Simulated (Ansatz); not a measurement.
Ideal-gas functions of AlBF2H2, SMILES `F[B](F)[AlH2]` at 298.15 K and 1 bar, from an Ansatz frequency run at PBE0-D4/def2-TZVP.

Molar mass 77.81 g/mol, point group C2v (symmetry number 2), electronic degeneracy 1, moments of inertia 51.257, 148.482, 192.145 u Å². Harmonic wavenumbers (cm⁻¹, unscaled): 81, 156, 299, 343, 575, 576, 591, 777, 1227, 1319, 1922, 1930.

Use S(trans) = R[1.5 ln M + 2.5 ln T − 1.1517]; rotational temperatures θ = 24.2544 K / I; S(rot) = R[ln(√π/σ · √(T³/θAθBθC)) + 1.5]; for each mode x = 1.438777 ν̃/T, S = R[x/(eˣ − 1) − ln(1 − e⁻ˣ)] and H = RT x/(eˣ − 1); 1 cm⁻¹ = 0.0119627 kJ/mol; R = 8.31446 J/(mol·K).

By hand: the entropy, in J/(mol·K).

Translation 163.2. Rotation: θ = 0.4732, 0.1633, 0.1262 K, giving 101.8. Vibration, mode by mode: 16.18, 10.87, 5.95, 5.01, 2.07, 2.06, 1.95, 0.95, 0.15, 0.11, 0.01, 0.01, in all 45.3. Electronic 0.0. Sum 310.3 J/(mol·K).

By hand: H − E and G − E in kJ/mol, counted from the electronic energy.

Zero-point energy ½ × 9796 × 0.0119627 = 58.6; thermal vibration 7.4; translation, rotation and pV give 4 RT = 9.9. H − E = 75.9 kJ/mol, and G − E = 75.9 − 298.15 × 310.3/1000 = -16.6 kJ/mol.

Vibration gives 15 % of the entropy, 16.2 J/(mol·K) of it from the mode under 150 cm⁻¹: soft modes count most, and the harmonic formula is weakest for them.
